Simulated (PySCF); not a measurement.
Consider `CC[C@H](C)NNC` (C5H14N2). Coordinates in Å; atoms count from 1 in this order:
```
C     2.0361    0.2251    1.8211
C     1.7758   -0.2181    0.3910
C     0.3227   -0.5968    0.1114
C     0.1587   -1.2275   -1.2687
N    -0.5078    0.5732    0.3494
N    -1.8842    0.3543    0.2427
C    -2.4937    0.8524   -0.9665
H     1.3803    1.0650    2.0907
H     1.8291   -0.5927    2.5298
H     3.0822    0.5356    1.9649
H     2.0696    0.5833   -0.3137
H     2.4148   -1.0800    0.1369
H     0.0107   -1.3440    0.8633
H     0.7835   -2.1289   -1.3703
H     0.4531   -0.5215   -2.0639
H    -0.8869   -1.5247   -1.4344
H    -0.2016    1.3588   -0.2316
H    -2.3330    0.7799    1.0503
H    -2.1616    0.2731   -1.8413
H    -2.2737    1.9241   -1.1726
H    -3.5870    0.7450   -0.8924
```

Computed at ωB97X-D3(BJ)/ma-def2-SVP // PBE0-D3(BJ)/def2-SVP with PySCF (density fitting, grid level 2). ωB97X-D3(BJ) is ωB97X-V with D3(BJ) in place of VV10. Zero-point and thermal terms (298.15 K, 1 bar) come from unscaled GFN2-xTB harmonic frequencies, with soft modes damped to free rotors in the entropy. These were taken at the GFN2-xTB minima.

**Question.** What are the vertical and the adiabatic ionisation energy for forming the radical cation?

**Answer.** 8.43 eV vertical and 6.84 eV adiabatic, the latter with zero-point energy.

**Question.** Where does the unpaired spin of the relaxed radical cation sit?

**Answer.** N5 (amine nitrogen) 0.50, N6 (amine nitrogen) 0.48 (intrinsic atomic orbital populations).

**Question.** What oxidation potential follows in acetonitrile (IEF-PCM), on the absolute scale?

**Answer.** In the gas phase ΔG of oxidation is 6.813 eV, and solvation is -19.0 kJ/mol for the parent and -238.3 kJ/mol for the product, so the absolute potential is 4.54 V. The solvent is electrostatics only, on gas-phase structures; the absolute scale refers to an electron at rest in vacuum.

**Question.** How far is −ε(HOMO) from the vertical value by ΔSCF?

**Answer.** −ε(HOMO) = 8.70 eV, which is 0.26 eV above the ΔSCF value.

Known limits: ma-def2-SVP is a small basis, whose errors can reach tens of kJ/mol.

Differences come from unrounded values, so a last digit can differ from that of the printed terms.
